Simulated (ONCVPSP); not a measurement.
Which change was made? (Te, ONCV)

```
Element                 : tellurium
Generator               : ONCVPSP 4.0.1
Type                    : optimised norm-conserving Vanderbilt (ONCV)
Functional              : LDA (Perdew-Zunger)
Relativity              : scalar-relativistic
Frozen core             : [Kr]
Valence charge          : 16
Reference configuration : 4d10 5s2 5p3.5 (charge +0.5)
Partial waves           : 5s: rc 1.60 bohr, ncon 5, nbas 8, qcut 3.2 1/bohr, 1 projector; 5p: rc 2.30 bohr, ncon 3, nbas 6, qcut 2.8 1/bohr, 2 projectors, debl 3.3 Ha; 4d: rc 1.35 bohr, ncon 4, nbas 9, qcut 11 1/bohr, 2 projectors, debl 0.7 Ha; f scattering state at 0.04 Ha: rc 2.30 bohr, ncon 4, nbas 7, qcut 4.2 1/bohr, 2 projectors, debl 2.5 Ha
Local potential         : polynomial inside 0.95 bohr (lpopt 5, dvloc0 6 Ha)
Core correction         : Teter function, fcfact 5.5, rcfact 1.2
```

In the d channel the program set the typed energies aside and used -1.692, 0.250 Ha.

Cutoffs, loose and tight: the cutoffs (Ha) at which the residual kinetic energy of the hardest occupied pseudo-wave falls to 1 and 0.1 mHa per electron. They do not see the model core or the augmentation charge, which bear on the density cutoff. Test errors are all-electron minus pseudo excitation energies from the reference, over the configurations 4d10 5s2 5p4; 4d10 5s2 5p3; 4d10 5s2 5p2; 4d10 5s2 5p0; variants that change the core or the reference have their own tests.

The base gives: outcome: generated, projector energies reset by the program; cutoff, loose: 60 Ha; cutoff, tight: 69 Ha; bound ghosts: s; GHOST(+) flags above zero: p; largest test error (meV): -58.

(1) After one change the result is: outcome: generated, projector energies reset by the program; cutoff, loose: 60 Ha; cutoff, tight: 69 Ha; bound ghosts: s; GHOST(+) flags above zero: p; largest test error (meV): -6.9. Which change was it?
A. p: qcut 3.2
B. p: qcut 4.3
C. p: qcut 3.8

## Answers

(1) C. The others give: p: qcut 3.2 → outcome: generated, projector energies reset by the program; cutoff, loose: 60 Ha; cutoff, tight: 69 Ha; bound ghosts: s; GHOST(+) flags above zero: p; largest test error (meV): -41 | p: qcut 4.3 → outcome: generated, projector energies reset by the program; cutoff, loose: 60 Ha; cutoff, tight: 69 Ha; bound ghosts: s; GHOST(+) flags above zero: p; largest test error (meV): +18.
